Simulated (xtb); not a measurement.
(E)-3-chloropent-3-en-1-yne (C5H5Cl), SMILES C/C=C(/Cl)C#C. All values are semi-empirical tight-binding results from xtb (GFN2-xTB unless named), good for trends rather than for accurate numbers. The structure is a stationary point at GFN2-xTB.

Computed properties:
```yaml
point_group_as_xtb_finds_it: Cs
orbital_gap: 3.83 eV
dipole_moment: 1.99 D
zero_point_energy: 49.1 kcal/mol
G − E(el) at 298.15 K (modified RRHO): 29.3 kcal/mol
static polarisability (D4 model): 69.4 bohr³
solvation energy, GFN2-xTB/ALPB(water): -2.6 kcal/mol
solvation energy, GFN2-xTB/ALPB(toluene): -5.4 kcal/mol
```
